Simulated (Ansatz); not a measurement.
Three-fold rotor about Ge1–Te2 in GeH3ITe (SMILES [GeH3][Te]I); single points on GFN2-xTB geometries with the dihedral held.
Staggered geometry (60°) (charge 0, multiplicity 1):
```xyz
6

Ge    -0.73202     0.00418     0.00976
Te     1.31992     1.45371    -0.05443
I      2.98593    -0.50820     0.72419
H     -1.02626    -0.58013     1.35825
H     -1.89780     0.86084    -0.36908
H     -0.69925    -1.14917    -0.94735
```

Cores are frozen in the correlated methods. Filled d and f shells under p-block atoms count as core. CBS: X⁻³ extrapolation of the correlation energy, Hartree–Fock from the larger set. MP2 and its Hartree–Fock in def2-QZVPP are density fitted.

Programs: Ansatz (Gaussian orbitals). Each number belongs to the level named beside it. In def2 rows elements past Kr take small-core potentials, without spin–orbit coupling.

Energies above the staggered point (kcal/mol):

```tsv
dihedral (°)	PBE/def2-TZVPP	MP2/CBS(def2-TZVPP, def2-QZVPP) + ΔCCSD(T)/def2-TZVPP
0	1.243	1.438
20	0.931	1.088
40	0.318	0.378
60	0.000	0.000
80	0.263	0.329
100	0.881	1.038
120	1.240	1.434
```

Moments of inertia of the two ends about the bond: 5.824 and 912.106 u Å².

Q: Fit V = V₃/2 (1 − cos 3φ) + V₆/2 (1 − cos 6φ), φ counted from the staggered point, and estimate the harmonic torsional frequency.

A: 
V₃ is the energy at φ = 60°; at φ = 20° (mean of both sides) V = 0.25 V₃ + 0.75 V₆. The reduced moment I₁I₂/(I₁ + I₂) = 5.787 u Å² gives F = 16.8576/I = 2.913 cm⁻¹ (a rough rule where the frame isn't a symmetric top). Near the minimum V = kφ²/2 with k = (9V₃ + 36V₆)/2, and ω = √(2Fk), with 1 kcal/mol = 349.755 cm⁻¹.
- PBE/def2-TZVPP: V₃ = 1.24, V₆ = -0.027 kcal/mol, k = 1785 cm⁻¹/rad², ω = 102 cm⁻¹
- MP2/CBS(def2-TZVPP, def2-QZVPP) + ΔCCSD(T)/def2-TZVPP: V₃ = 1.44, V₆ = -0.008 kcal/mol, k = 2213 cm⁻¹/rad², ω = 114 cm⁻¹

Ansatz is a first-principles code.
